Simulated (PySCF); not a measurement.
BeF, SMILES [Be][F], multiplicity 2.

Geometry: B3LYP-D3(BJ)/def2-TZVPD. The spin state was assumed, not searched.

Two levels are set side by side: PBE/def2-TZVPD (PySCF) and ωB97X/def2-TZVPD (PySCF). Same geometry, gas phase. Differences are taken from unrounded values.

```
quantity                     ωB97X
---------------------------  -----
α-spin orbital gap (eV)       9.54
β-spin orbital gap (eV)      16.39
dipole moment (D)             1.20
mean polarisability (bohr³)   28.5
```

### Question
What does PBE give, and how far is it from ωB97X? (An estimate is asked for; the answer gives what the named calculation found.)

### Answer

```tsv
quantity	PBE	PBE minus ωB97X
α-spin orbital gap (eV)	3.90	-5.64
β-spin orbital gap (eV)	7.10	-9.29
dipole moment (D)	1.16	-0.04
mean polarisability (bohr³)	28.9	0.3
```

Rough cost on one machine, each run with all the roots and properties that it gave: ωB97X against PBE within a factor of 2.
